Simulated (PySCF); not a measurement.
Compound: C4H4F3S (doublet state).
Geometry (GFN2-xTB, Å), atoms numbered from 1 in this order:
```xyz
12
C4H4F3S angstrom
C     -0.3953    1.4045    0.4287
C     -0.6272    0.1748    0.1633
S      0.6191   -1.1386   -0.1186
C      2.1446   -0.1923    0.1139
C     -2.0062   -0.4281    0.0514
F     -2.1757   -1.1124   -1.0859
F     -2.9628    0.5069    0.0831
F     -2.2677   -1.2764    1.0557
H      0.3400    2.1495    0.5829
H      2.9566   -0.8977   -0.0322
H      2.2013    0.6002   -0.6260
H      2.1746    0.2087    1.1224
```

The hyperfine couplings belong to this conformer and change with its torsions.

As a line formula: `[H]/[C]=C(\SC)C(F)(F)F` [radical].

Method: UKS B3LYP, pcH-1 on C F H S, non-relativistic, mean-field spin-orbit, GIAO in PySCF 2.14.0. Geometry: GFN2-xTB, one conformer, isolated molecule. A GFN2-xTB geometry isn't a minimum of the functional, and hyperfine couplings can be far from their values at a DFT geometry. No stability test was run, so a lower SCF solution isn't excluded.

Problem. Give the principal g shifts and their parts.

Solution. 
| Δg (ppm) | 1 | 2 | 3 |
| --- | --- | --- | --- |
| relativistic mass correction | -166 | -166 | -166 |
| gauge correction | 29 | 3 | -11 |
| orbital Zeeman/spin–orbit | -2281 | 984 | 1611 |
| total | -2418 | 821 | 1434 |

So g = 1.99990, 2.00314, 2.00375 and g_iso = 2.00227; the tensor is rhombic: the two nearest values differ by 16 % of g3 − g1. Axes: g1 points within 14° of the C1–C2 bond.

Problem. At 9.536 GHz, how far is the centre of the isotropic spectrum from where a free electron (g = 2.002319) resonates?

Solution. B = hν/(g μB) with μB/h = 13.99624 MHz/mT gives 340.27 mT for the free electron and 340.28 mT at g_iso, the same within 0.01 mT.

Problem. What effective moment and Curie constant follow for a powder?

Solution. With the mean of g² = 4.0091 and S(S+1) = 0.75: μ_eff = √(⟨g²⟩S(S+1)) = 1.734 μB and χT = 0.12505·⟨g²⟩·S(S+1) = 0.376 cm³ K/mol (cgs; spin-Hamiltonian part alone).

Problem. What are the electron Larmor frequencies g μB B/h along the three axes at 330 mT?

Solution. 9.2371, 9.2520, 9.2549 GHz for g1, g2 and g3, a range of 17.8 MHz.

Problem. In a frozen sample, at which fields do the three g values resonate at 9.5, 34, 94 and 263 GHz (hyperfine left aside), and which band first spreads them over more than twice a line width of 0.3 mT?

Solution. 
```json
{"band": "X", "GHz": "9.5", "B(g3) mT": "338.74", "B(g2) mT": "338.84", "B(g1) mT": "339.39", "spread mT": "0.65"}
{"band": "Q", "GHz": "34.0", "B(g3) mT": "1212.34", "B(g2) mT": "1212.71", "B(g1) mT": "1214.67", "spread mT": "2.33"}
{"band": "W", "GHz": "94.0", "B(g3) mT": "3351.75", "B(g2) mT": "3352.78", "B(g1) mT": "3358.21", "spread mT": "6.46"}
{"band": "J", "GHz": "263.0", "B(g3) mT": "9377.78", "B(g2) mT": "9380.65", "B(g1) mT": "9395.84", "spread mT": "18.06"}
```

The spread grows in proportion to the frequency. X band is the first where it exceeds 0.6 mT.

The largest Mulliken spin populations are on C1 (+1.01), C2 (-0.17) and S3 (+0.14). No atom but C1 exceeds +0.15.

The HOMO–LUMO gaps are 6.01 eV among the α and 3.32 eV among the β orbitals.
